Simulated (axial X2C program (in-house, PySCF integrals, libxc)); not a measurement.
NaSc: from the spin-free to the two-component result

All values were computed with an in-house relativistic program for diatomic molecules. Spin-free means the one-electron spin-free X2C Hamiltonian; two-component (2c) means X2C with spin–orbit coupling and atomic mean-field two-electron Coulomb and Gaunt terms, so the difference of the two also holds small scalar two-electron terms. Basis: Sc dyall-cv3z [10s11p7d5f2g], Na dyall-cv3z [9s8p5d2f] (cores contracted in-house); Gaussian nuclei, density fitting, unrestricted open shells. Masses: Sc 44.956 u, Na 22.990 u.

Spin-free state: M_S = 1, Λ = 2 (beyond evenly filled blocks: σα, δ+α); fragments Sc + Na.

| level | Re (Å) | ωe (cm⁻¹) | De (eV) | μ (D) |
| --- | --- | --- | --- | --- |
| PBE0 | 3.438 | 131.0 | 0.281 | 1.44 |
| HF | 3.860 | 79.8 | 0.039 | -0.49 |
| r2SCAN0 | 3.463 | 125.2 | 0.166 | 1.43 |

Dipoles are positive if Na is the positive end.

Two-component determinant lowest at the distance of the search:

Ω = 1 (⟨Sz⟩ = -1.00, ⟨Lz⟩ = 2.00 at PBE0); fragments Sc + Na.

```csv
level,Re (Å),ωe (cm⁻¹),μ (D)
PBE0,3.438,131.0,1.44
HF,3.863,79.0,-0.49
r2SCAN0,3.462,125.2,1.43
```

Problem. From the two tables, how do the constants change at the PBE0 level (2c against spin-free)?

Solution. At the PBE0 level Re is unchanged within 0.001 Å and ωe doesn't move by more than 0.2 cm⁻¹.

The state is one determinant whose occupation by symmetry is held fixed; it was picked as the lowest of a PBE0 search that is not exhaustive. De is counted from the lowest determinant-based energies of the atoms at the same level, without counterpoise correction. De is not given where an atomic determinant may have missed its ground term or J level, or where the truncated virtual space spoils (T). Density functionals use the spin component along the axis (collinear). Other states lie close and PBE0, whose exact exchange favours high spin, may order them wrongly; the determinant shown need not be the ground state. The nearest other spin-free determinant of the search, M_S = 1, Λ = 0, lies 0.03 eV up at the distance of the search. The functionals have no current-density term, which raises determinants with orbital currents, atoms included. The atomic limit has a lower orbital projection than the molecule and lies lower at mean-field level, so De may be about a tenth of an eV too small. With several unpaired electrons one determinant need not be a pure state. The determinant is spin-polarised beyond a pure state at some levels (its spin-free form has ⟨S²⟩ too high), which makes Re and μ there less reliable.
